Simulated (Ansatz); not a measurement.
Input file for Ansatz (a first-principles code): R-RI-MP2/aug-cc-pV(Q+d)Z on HCl (SMILES Cl) with ghost functions, monomers drawn apart or pushed together. Files ending in .json are basis or fitting sets from the Basis Set Exchange.

Ansatz 0.2 input:
```yaml
crystal:
  periodic: [false, false, false]
  atoms:
    - {symbol: Cl, position_ang: [-0.34072141, -1.53255421, -0.63115343]}
    - {symbol: H, position_ang: [-0.27153273, -0.80216449, 0.43500010]}
basis:
  gaussian:
    orbitals: aug-cc-pV_Q+d_Z.json
    fitting: {mean_field: def2-universal-JKFIT, correlation: aug-cc-pVQZ-RIFIT.json}
    ghost_atoms:
      - {symbol: C, position_ang: [-0.11362151, 0.88057993, 2.88272110]}
      - {symbol: N, position_ang: [-0.17394306, 0.23203297, 1.94241758]}
      - {symbol: H, position_ang: [-0.05722864, 1.48516337, 3.76041393]}
magnetization: {spin_polarized: false}
correlation: {method: mp2, electrons: outside_noble_gas}
scf: {lower_state_search: off}
```

Program output:

```
WARN ansatz: RAYON_NUM_THREADS=2 ignored (pool sized by the plan → 2); use --threads N
Functional definition: HF
these checks for a lower state are left out or cut short: stability, starts, cluster_reference, orbital_swaps, neighbouring_geometries, increment
integrals: 0.34 GiB planned
316 factors; integrals over basis functions are off by at most 3.9e0 eV
mean field: 0.57 GiB planned
mean field evaluation 1: about -12519.8657 eV, gradient 1.0e1 eV
mean field evaluation 2: about -12520.2203 eV, gradient 4.4e0 eV
mean field evaluation 4: about -12520.2715 eV, gradient 3.6e-1 eV
mean field -12520.27250192 eV, -460.1115278999 hartree, gradient 1.0e-6 eV, S^2 0.000000; 0 other end points of the search recorded, 0 dependent functions left out
5 core orbitals not correlated
690 factors; their error is unknown
reference -12520.27250192 eV, -460.1115278999 hartree; 4, 4 occupied and 332, 332 virtual orbitals, 690 factors
second order -6.13964294 eV of doubles, -0.00000000 eV of singles
Total energy: -12526.41214486 eV, -460.3371556165 hartree
Checks for a lower state left out: stability, starts, cluster_reference, orbital_swaps, neighbouring_geometries, increment
```

The run converged.

Cost: very roughly 2.7 core-seconds.
